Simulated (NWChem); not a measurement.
System: YF3; SMILES [F][Y]([F])[F]

```xyz
4

Y      0.0000     0.0000    -0.0571
F     -0.2693     1.9800     0.0825
F      1.8494    -0.7568     0.0825
F     -1.5801    -1.2232     0.0825
```
Atoms are numbered in this order, from 1.

All runs: NWChem. Medium grid unless said otherwise, to which SCAN and Minnesota functionals are sensitive. Coordinates come from a PBE-D3(BJ)/def2-SVP optimisation. Not confirmed as a minimum by frequencies. def2 effective core potentials on Y; no spin-orbit coupling.

For level SCAN/def2-SVP:

```
Property                     Result
---------------------------  ------
highest occupied level (eV)   -8.78
orbital gap (eV)               6.18
```

How do the values read with level PBE/def2-SVP instead?

highest occupied level (eV): -8.33
orbital gap (eV): 5.25
